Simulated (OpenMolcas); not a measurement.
# Lines of P I: computed and rescaled rates

```
Program             : OpenMolcas 26.06
Method              : SS-RASPT2, IPEA 0.25 Eh, imaginary shift 0.1 Eh (closed shells correlated: 2s 2p)
Basis               : ANO-RCC-VTZP [5s4p2d1f]
Scalar Hamiltonian  : DKH2, point nucleus
Active space        : 5 electrons in 9 orbitals (RAS2 3s 3p; RAS3 3d, at most 2 electrons)
State averaging     : 2S+1 = 4 odd, 1 root; 2S+1 = 2 odd, 8 roots; 2S+1 = 2 even, 5 roots
Spin-orbit coupling : state interaction with AMFI integrals over the reference wave functions, term energies averaged over their components
```

Rates come from the transition moments of the reference wave functions (E1 and E2 in the length form). At fixed line strength A goes as λ^-3 for E1 and M1 and as λ^-5 for E2, so a rate at the computed wavelength can be rescaled to the measured one. Measured vacuum wavelengths follow from level energies in NIST Handbook of Basic Atomic Spectroscopic Data. Branching counts decays inside the model space alone, at computed energies, and the table is only a selection of the E2 and M1 lines, drawn from those between levels with measured partners whose computed energy lies within a factor of 1.5 of the measured one.

| Upper | Lower | Type | λ computed (nm) | λ measured (nm) | A computed (s-1) | A rescaled (s-1) | Branching % |
| --- | --- | --- | --- | --- | --- | --- | --- |
| 3s2 3p3 2P* 1/2 | 3s2 3p3 2D* 5/2 | E2 | 1293 | 1361 | 5.32e-02 | 4.12e-02 | 33.4 |
| 3s2 3p3 2P* 3/2 | 3s2 3p3 2D* 5/2 | E2 | 1292 | 1357 | 9.33e-02 | 7.30e-02 | 47.3 |
| 3s2 3p3 2P* 3/2 | 3s2 3p3 2D* 5/2 | M1 | 1292 | 1357 | 7.48e-03 |  | 3.8 |
| 3s2 3p3 2P* 1/2 | 3s2 3p3 2D* 3/2 | E2 | 1291 | 1358 | 8.03e-02 | 6.24e-02 | 50.5 |
| 3s2 3p3 2P* 1/2 | 3s2 3p3 2D* 3/2 | M1 | 1291 | 1358 | 8.33e-03 |  | 5.2 |
| 3s2 3p3 2P* 3/2 | 3s2 3p3 2D* 3/2 | E2 | 1291 | 1354 | 4.00e-02 | 3.15e-02 | 20.3 |
| 3s2 3p3 2P* 3/2 | 3s2 3p3 2D* 3/2 | M1 | 1291 | 1354 | 1.33e-02 |  | 6.8 |
| 3s2 3p3 2D* 3/2 | 3s2 3p3 4S* 3/2 | M1 | 832.9 | 880.2 | 4.48e-05 |  | 50.2 |
| 3s2 3p3 2D* 3/2 | 3s2 3p3 4S* 3/2 | E2 | 832.9 | 880.2 | 4.44e-05 |  | 49.8 |
| 3s2 3p3 2D* 5/2 | 3s2 3p3 4S* 3/2 | E2 | 832.4 | 879 | 6.95e-05 |  | 98.6 |
| 3s2 3p3 2P* 1/2 | 3s2 3p3 4S* 3/2 | M1 | 506.3 | 534.1 | 1.72e-02 |  | 10.8 |
| 3s2 3p3 2P* 3/2 | 3s2 3p3 4S* 3/2 | M1 | 506.2 | 533.4 | 4.30e-02 |  | 21.8 |

Spin-changing lines and M1 lines between different terms are not rescaled, since their strength hangs on the term gaps too.

The largest correction is for 3s2 3p3 2P* 1/2 → 3s2 3p3 2D* 5/2 (E2): 5.32e-02 × (1293 / 1361)^5 = 4.12e-02 s-1, a factor of 0.77.

No measured rate stands beside these. Rescaling mends the energy factor alone: line strengths can still be far off where a level mixes with configurations outside the active space, and weak or spin-changing lines hang on small mixing coefficients that depend on the term gaps too, so rescaling need not improve them.

Active for correlation alone: 3d; no level in the range computed is led by a configuration that fills it, so any true level of that kind is missing. Computed and measured levels are paired by configuration, term and J; levels that our copy of the source lacks, or whose pairing is in doubt (as where it misses far off the trend of its configuration), stay unpaired. Only configurations of the active space appear.

* marks odd parity.
